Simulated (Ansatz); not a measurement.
Two structures, one formula

The two ends of one reaction step of Si$_{2}$H$_{4}$OF$_{2}$, singlet (PBE0-D4/def2-TZVP).

A:

```
9
angstrom
Si -1.2712 -0.9089 0.0077
F -1.0808 -1.7024 1.3628
F -0.9378 -1.9216 -1.1609
H -2.6630 -0.4705 -0.1088
O -0.2686 0.3363 -0.0447
Si 1.2306 1.0128 -0.0190
H 1.0622 2.4791 -0.1433
H 1.9008 0.6828 1.2621
H 2.0276 0.4925 -1.1561
```

B:

Si1  (-1.471, -1.549, 0.206)
F2  (0.011, -1.822, 0.848)
F3  (-1.104, -1.748, -1.365)
H4  (-1.350, 1.013, -0.450)
O5  (-0.799, 0.439, 0.089)
Si6  (0.862, 0.814, 0.157)
H7  (0.934, 2.236, -0.264)
H8  (1.297, 0.656, 1.556)
H9  (1.620, -0.040, -0.777)
(Å)

Computed with Ansatz 0.2.0 (basis: def2-TZVPP); correlated methods freeze the cores. B3LYP uses VWN-RPA correlation.

**Question.** Which structure is lower at CCSD(T), and by how much? (Judge from chemistry; the value comes from the calculation.)

**Answer.** By the calculation: A, by 249.6 kJ/mol (electronic energy, against the other). By their contacts, A is Si₂H₄OF₂ ([F][SiH]([F])[O][SiH3]) and B is Si₂H₄OF₂ ([F][Si]([F])[OH][SiH3]).

All methods give the same order:

```tsv
method	E(B) − E(A) (kJ/mol)
SPW92	217.1
PBE-D4	216.0
BLYP-D4	217.0
r2SCAN-D4	252.8
B97M-V	246.4
PBE0-D4	239.2
B3LYP-D4	236.3
r2SCAN0-D4	261.9
BHLYP-D4	259.8
CAM-B3LYP-D4	245.0
wB97X-V	246.5
wB97M-V	228.4
B2PLYP	248.8
PBE-QIDH	261.0
RPA on PBE	240.3
HF	290.0
MP2	261.5
CCSD	255.3
CCSD(T)	249.6
```

T1 diagnostic: at most 0.014.

Labels in which every atom is bracketed show which atoms are joined, not bond orders.

For scale, one of the runs: CCSD(T)/def2-TZVPP, 233 basis functions, launched by `ansatz run in.yaml --threads 4 --pin off --events-out ev --progress --plain --max-ram 9574MiB`. The run took 120 s on 4 CPU threads of an Arm Neoverse V2 (shared host), with 4.1 GiB of host memory at its peak.
